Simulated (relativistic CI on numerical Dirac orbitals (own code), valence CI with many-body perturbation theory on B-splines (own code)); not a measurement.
## Six levels of theory along the 50-electron sequence, Sn to Te²⁺

Errors of calculated excitation energies against measured levels, in cm⁻¹, for ions with the ground configuration 5s2 5p2. A: short ab initio CI on KLI orbitals; B: with Slater integrals scaled by 0.85 (0.9 from charge 5); C: with a P86 correlation functional too. D: large valence CI outside the frozen Dirac-Fock core [Kr] 4d10 of the bare core ion; E: with the core-valence potential Σ₁; F: with Σ₁, the screening Σ₂, a three-electron term, Breit and QED. Only levels that pair in all six are counted (misses over 12,000 cm⁻¹ in F are taken as false pairs). α is the calculated polarisability of the core. The settings of D to F were settled on neutral and singly charged spectra, so those rows are no blind test.

Mean absolute error inside 5s2 5p2:

| Ion | A | B | C | D | E | F |
| --- | --- | --- | --- | --- | --- | --- |
| Sn | 560 | 642 | 622 | 500 | 190 | 33 |
| Sb⁺ | 678 | 465 | 460 | 605 | 178 | 45 |
| Te²⁺ | 577 | 427 | 406 | 665 | 212 | 35 |

Mean signed error of 5s2 5p 6p:

```csv
Ion,α (bohr³),A,B,C,D,E,F
Sn,2.26,-484,-1754,+2724,-1768,+1929,-6
Sb⁺,1.68,+2323,+428,+4941,-2878,+2244,-26
Te²⁺,1.3,+4253,+1896,+6477,-3640,+2591,+56
```

Inside 5s2 5p2, A goes from 560 to 577, B from 642 to 427 and F from 33 to 35; F is closer than B for 3 of the 3 ions. For 5s2 5p 6p, D misses by -1768 in Sn and -3640 in Te²⁺, although α falls from 2.3 to 1.3 bohr³; with all terms F leaves -6 and +56, that is 0 % and 2 % of D's error.

Sources of the measured levels: Sn, NIST Handbook of Basic Atomic Spectroscopic Data; Sb⁺, NIST Handbook of Basic Atomic Spectroscopic Data; Te²⁺, measured levels as listed in Zhang, Palmeri, Quinet and Biemont, Astron. Astrophys. 551, A136 (2013).
